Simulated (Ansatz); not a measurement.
`C[O][Ga]([OH])[Br]` + `N[SiH2][SiH3]` → `CN[SiH2][SiH3]` + `[OH][Ga]([OH])[Br]`  (substitution at a C–O bond)

Program: Ansatz. Geometries: PBE0-D4/def2-TZVP. ΔE: electronic, gas phase. CCSD(T)/CBS adds triple-zeta CCSD(T) − MP2 to the extrapolated MP2 energy (def2 sets, frozen cores). This one scheme is used for every species. DFT in def2-TZVPP. B3LYP here is the variant with VWN-RPA as its local correlation; programs differ in this. HSE06 is defined as in plane-wave codes. For Br, Ga outer-core shells are correlated without core-valence functions, which leaves a few kJ/mol of doubt a bond. Scalar relativity is left out up to krypton. Each species was taken in one conformer, which may not be the lowest.

| level | ΔE (kJ/mol) | difference from CCSD(T)/CBS |
| --- | --- | --- |
| PBE-D4 | -20.3 | -1.3 |
| revPBE-D4 | -22.2 | -3.2 |
| BLYP-D4 | -16.4 | 2.6 |
| r2SCAN-D4 | -18.2 | 0.8 |
| B97M-V | -16.1 | 2.9 |
| PBE0-D4 | -20.6 | -1.6 |
| r2SCANh-D4 | -18.6 | 0.4 |
| r2SCAN0-D4 | -19.2 | -0.2 |
| BHLYP-D4 | -15.6 | 3.4 |
| CAM-B3LYP-D4 | -16.1 | 2.9 |
| ωB97X-V | -17.2 | 1.8 |
| B2PLYP | -16.9 | 2.1 |
| PBE-QIDH | -20.3 | -1.3 |
| PBE | -19.6 | -0.6 |
| revPBE | -19.3 | -0.3 |
| BLYP | -15.0 | 4.0 |
| r2SCAN | -17.9 | 1.1 |
| PBE0 | -20.0 | -1.0 |
| B3LYP | -15.7 | 3.3 |
| r2SCANh | -18.3 | 0.7 |
| r2SCAN0 | -18.9 | 0.1 |
| HSE06 | -20.1 | -1.1 |
| BHLYP | -15.3 | 3.7 |
| CAM-B3LYP | -15.5 | 3.5 |
| LC-ωPBE | -19.0 | 0.0 |
| RPA@PBE/def2-TZVPP | -16.3 | 2.7 |
| HF/def2-SVP | -11.4 | 7.6 |
| MP2/def2-SVP | -20.3 | -1.3 |
| CCSD/def2-SVP | -17.4 | 1.6 |
| CCSD(T)/def2-SVP | -17.5 | 1.5 |
| HF/def2-TZVPP | -12.8 | 6.2 |
| MP2/def2-TZVPP | -20.7 | -1.7 |
| SCS-MP2/def2-TZVPP | -18.4 | 0.6 |
| CCSD/def2-TZVPP | -17.7 | 1.3 |
| CCSD(T)/def2-TZVPP | -18.1 | 0.9 |
| HF/def2-QZVPP | -12.8 | 6.2 |
| MP2/def2-QZVPP | -21.3 | -2.3 |
| HF/CBS(def2) | -12.8 | 6.2 |
| MP2/CBS(def2) | -21.7 | -2.7 |
| CCSD/CBS(def2) | -18.6 | 0.4 |
| CCSD(T)/CBS | -19.0 | 0 |

Largest T1 diagnostic among the species: 0.012.

Leaving LDA and LC-ωPBE aside and taking each functional with its dispersion term where it has one, the values spread over 6.6 kJ/mol, from revPBE-D4 to BHLYP-D4. In def2-TZVPP, CCSD(T) changes the Hartree–Fock value by −5.2 kJ/mol (the triples alone add −0.4 kJ/mol) and MP2 by −7.9 kJ/mol.
